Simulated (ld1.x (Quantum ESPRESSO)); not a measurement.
Mo: variants of one RRKJ potential

Base potential:

```json
{
  "Element": "molybdenum (Mo)",
  "Generator": "ld1.x (Quantum ESPRESSO) 7.5",
  "Type": "norm-conserving RRKJ (Kleinman–Bylander form)",
  "Functional": "PBE",
  "Relativity": "fully relativistic",
  "Frozen core": "[Ar] 3d10",
  "Valence charge": "14",
  "Reference configuration": "4s2 4p6 4d5 5s1 5p0",
  "Partial waves": "4s (bound): rc 1.20 bohr; 4p (bound): rc 1.70 bohr; 4d (bound): rc 1.50 bohr",
  "Local potential": "the d channel",
  "Core correction": "Bessel-smoothed model core inside 0.55 bohr",
  "rho0": "0.001"
}
```

Open shells are filled in proportion to 2j + 1 (rel_dist='average').

Occupied shells without a wave of their own: 5s. They enter only through the test configuration that unscreens the potential, and ld1.x also counts them in the model core charge.

Cutoffs, loose and tight: the cutoffs (Ry, on a coarse ladder) from which the occupation-weighted sum of valence levels, in a spherical-Bessel basis at the reference potential, stays within 10 and 1 mRy of its value at 400 Ry. They do not see the model core or the augmentation charge, which bear on the density cutoff. Test errors are all-electron minus pseudo excitation energies from the reference, over the configurations 4s2 4p6 4d5 5s0 5p0; 4s2 4p6 4d4 5s0 5p0; 4s2 4p6 4d3 5s0 5p0; 4s2 4p6 4d6 5s0 5p0; 4s2 4p6 4d4 5s1 5p0; 4s2 4p6 4d5.5 5s0.5 5p0; 4s2 4p6 4d2 5s0 5p0. A dash means not determined; rows that change the core or the reference have their own tests.

With those shells counted twice in exchange and correlation these files are broken, and their errors move erratically; no question is asked of them.

Cutoffs are not given where the Bessel-basis levels miss the radial ones by over 6 mRy, ghosts where they miss by over 20 mRy; a channel whose overlap is not positive is not tested.

| change | outcome | cutoff, loose | cutoff, tight | bound ghosts | largest test error (meV) |
| --- | --- | --- | --- | --- | --- |
| base | generated | – | – | none | -334 |
| wave 4p (bound): rc 1.70 bohr becomes 4p (bound): rc 1.12 bohr | failed: compute_phi: phi has nodes before r_c | – | – | – | – |
| wave 4p (bound): rc 1.70 bohr becomes 4p (bound): rc 1.40 bohr | generated | – | – | not determined | -343 |
| wave 4p (bound): rc 1.70 bohr becomes 4p (bound): rc 1.60 bohr | generated | – | – | none | -339 |
| wave 4p (bound): rc 1.70 bohr becomes 4p (bound): rc 1.78 bohr | generated | 100 Ry | 140 Ry | none | -331 |
| wave 4p (bound): rc 1.70 bohr becomes 4p (bound): rc 2.12 bohr | generated | 100 Ry | 140 Ry | none | -328 |
| wave 4p (bound): rc 1.70 bohr becomes 4p (bound): rc 2.24 bohr | generated | 100 Ry | 140 Ry | none | -338 |
| wave 4p (bound): rc 1.70 bohr becomes 4p (bound): rc 2.56 bohr | generated | 100 Ry | 140 Ry | none | -409 |

Reading the sweep of the p radius (base included, trends over the rows without a ghost): The loose cutoff stays near 100 Ry. The median size of the test errors (rows with all tests solved) stays near 34.4 meV. The generation fails at 1.12 bohr.
